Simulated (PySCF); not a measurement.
Vertical excitations of a molecule C₃H₄ClF from TDDFT-B3LYP/def2-SVPD in PySCF, as energy in eV (oscillator strength): 5.89 (0.001), 6.53 (0.002), 6.56 (0.263), 7.31 (0.000), 7.35 (0.003), 7.58 (0.014), 7.79 (0.001), 8.23 (0.002), 8.26 (0.002), 8.43 (0.029). Lowest triplet (TDA): 4.09 eV. Geometry optimised at PBE0-D3(BJ)/def2-SVP. The values are those of a single conformer.

Problem. Pick the molecule that these values belong to.
A. C/C(F)=C\Cl
B. FC1(Cl)CC1
C. C/C(Cl)=C\F
D. F[C@@H]1C[C@H]1Cl

Solution. C, C/C(Cl)=C\F
